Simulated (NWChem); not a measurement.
System: C₃H₃N₂, doublet; SMILES n1cc[nH][c]1

Input file for NWChem:

```
start job
memory heap 200 mb stack 900 mb global 1100 mb
geometry units angstroms noautosym nocenter noautoz
  C     -1.171364     0.043869     0.000000
  N     -0.520040     1.143454     0.000000
  C      0.823936     0.769312     0.000000
  C      0.929081    -0.597015     0.000000
  N     -0.384936    -1.065171     0.000000
  H      1.612357     1.508949     0.000000
  H      1.777319    -1.265810     0.000000
  H     -0.688742    -2.026723     0.000000
end
basis spherical
  C library def2-svp
  N library def2-svp
  H library def2-svp
end
dft
  odft
  mult 2
  xc xcamb88 1.00 lyp 0.81 vwn_5 0.19 hfexch 1.00
  cam 0.33 cam_alpha 0.19 cam_beta 0.46
  iterations 150
end
property
  efieldgrad
end
task dft property
```

Parts of the log:

```
             Northwest Computational Chemistry Package (NWChem) 7.3.0
             --------------------------------------------------------

                             Geometry "geometry" -> ""
                             -------------------------

 Output coordinates in angstroms (scale by  1.889725989 to convert to a.u.)

  No.       Tag          Charge          X              Y              Z
 ---- ---------------- ---------- -------------- -------------- --------------
    1 C                    6.0000    -1.17136400     0.04386900     0.00000000
    2 N                    7.0000    -0.52004000     1.14345400     0.00000000
    3 C                    6.0000     0.82393600     0.76931200     0.00000000
    4 C                    6.0000     0.92908100    -0.59701500     0.00000000
    5 N                    7.0000    -0.38493600    -1.06517100     0.00000000
    6 H                    1.0000     1.61235700     1.50894900     0.00000000
    7 H                    1.0000     1.77731900    -1.26581000     0.00000000
    8 H                    1.0000    -0.68874200    -2.02672300     0.00000000

 Effective nuclear repulsion energy (a.u.)     154.5081827292

                              NWChem Property Module
                              ----------------------

  itol2e modified to match energy
  convergence criterion.

                                 NWChem DFT Module
                                 -----------------

 Summary of "ao basis" -> "ao basis" (spherical)
 ------------------------------------------------------------------------------
       Tag                 Description            Shells   Functions and Types
 ---------------- ------------------------------  ------  ---------------------
 C                          def2-svp                 6       14   3s2p1d
 N                          def2-svp                 6       14   3s2p1d
 H                          def2-svp                 3        5   2s1p

  itol2e modified to match energy
  convergence criterion.

[...]

          -----------------------
          Electric field gradient
          -----------------------

 1 a.u. = 0.324123 10**(16) esu/cm**3  ( or statvolts/cm**2 ) = 0.97174 10**(22) v/m**2

 ------------------------------------------------------------
   Atom      X         Y         Z
 ------------------------------------------------------------
    1 C   -2.21356   0.08290   0.00000
 ------------------------------------------------------------

 Electric field gradient in molecular frame (a.u.)
         XX             YY             ZZ             XY             XZ             YZ
 ------------------------------------------------------------------------------------------
        0.071140       0.029969      -0.101109       0.183210       0.000000       0.000000

 Principal components (a.u.) and orientation
 of principal axis w.r.t. absolute frame                      Asymmetry parameter eta
 --------------------------------------------------------------------------------------
        0.234917      -0.133808      -0.101109                       0.139194

        0.745540      -0.666461      -0.000000
        0.666461       0.745540       0.000000
        0.000000      -0.000000       1.000000

 ------------------------------------------------------------
   Atom      X         Y         Z
 ------------------------------------------------------------
    2 N   -0.98273   2.16081   0.00000
 ------------------------------------------------------------

 Electric field gradient in molecular frame (a.u.)
         XX             YY             ZZ             XY             XZ             YZ
 ------------------------------------------------------------------------------------------
       -0.440125       0.749867      -0.309742      -0.267338       0.000000       0.000000

 Principal components (a.u.) and orientation
 of principal axis w.r.t. absolute frame                      Asymmetry parameter eta
 --------------------------------------------------------------------------------------
        0.807167      -0.497425      -0.309742                       0.232521

       -0.209575       0.977793       0.000000
        0.977793       0.209575       0.000000
        0.000000      -0.000000       1.000000

 ------------------------------------------------------------
   Atom      X         Y         Z
 ------------------------------------------------------------
    3 C    1.55701   1.45379   0.00000
 ------------------------------------------------------------

 Electric field gradient in molecular frame (a.u.)
         XX             YY             ZZ             XY             XZ             YZ
 ------------------------------------------------------------------------------------------
       -0.069563       0.134139      -0.064576       0.092426      -0.000000       0.000000

 Principal components (a.u.) and orientation
 of principal axis w.r.t. absolute frame                      Asymmetry parameter eta
 --------------------------------------------------------------------------------------
        0.169824      -0.105248      -0.064576                       0.239498

        0.360181       0.932882      -0.000000
        0.932882      -0.360181       0.000000
        0.000000       0.000000       1.000000

 ------------------------------------------------------------
   Atom      X         Y         Z
 ------------------------------------------------------------
    4 C    1.75571  -1.12819   0.00000
 ------------------------------------------------------------

[...]
```

Level: CAM-B3LYP/def2-SVP, spin-unrestricted. In the optimisation the excess spin sits in a' (Cs, its own frame). Coordinates come from a B3LYP/6-31G* (spherical d), spin-unrestricted optimisation. No stability test was run on the SCF state. NWChem prints the field gradient with the sign opposite to the second derivative of the potential.
